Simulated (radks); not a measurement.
Gd40+, 24 electrons, occupied as [Ar] 3d6.

Method: Dirac Kohn-Sham, PBEsol, spin-unpolarised, spherical densities, finite nucleus; open shells fill j = l - 1/2 first; Fermi nuclear charge, rms radius 5.1569 fm; computed with a radial shooting solver on a logarithmic mesh with Libxc functionals.

Energy parts (eV):
part                      energy
total                 -274853.50
kinetic                302137.97
electron-nucleus      -622168.69
Hartree                 49908.60
exchange-correlation    -4731.38

Orbitals (lengths in bohr, moments of r in powers of bohr):
orbital,occ.,eigenvalue (eV),<1/r>,small-component weight
1s1/2,2,-52070.16,71.63,5.68e-02
2s1/2,2,-10253.94,17.17,1.27e-02
2p1/2,2,-9853.568,17.14,1.27e-02
2p3/2,4,-9151.813,15.15,1.18e-02
3s1/2,2,-3621.637,6.553,4.39e-03
3p1/2,2,-3457.287,6.478,4.33e-03
3p3/2,4,-3297.090,5.971,4.09e-03
3d3/2,4,-3031.371,5.850,3.95e-03
3d5/2,2,-2994.847,5.724,3.88e-03
4s1/2,0,-1809.954,3.289,2.04e-03
4p1/2,0,-1740.365,3.239,2.00e-03
4p3/2,0,-1684.357,3.060,1.92e-03

The highest occupied level is 3d5/2 at -2994.8 eV. The electron density at the nucleus is 6.256e+05 e/bohr^3. For comparison, the ionisation energy in NIST's Atomic Spectra Database is 3050 eV (theoretical). In exact Kohn-Sham theory the highest level is minus the ionisation energy, but local and semilocal functionals leave it too shallow, through self-interaction and a potential that decays too fast; potentials with the right tail come closer.

Beside tabulated values, note that spin-unpolarised runs miss the spin-polarisation part of the exchange energy of open shells.
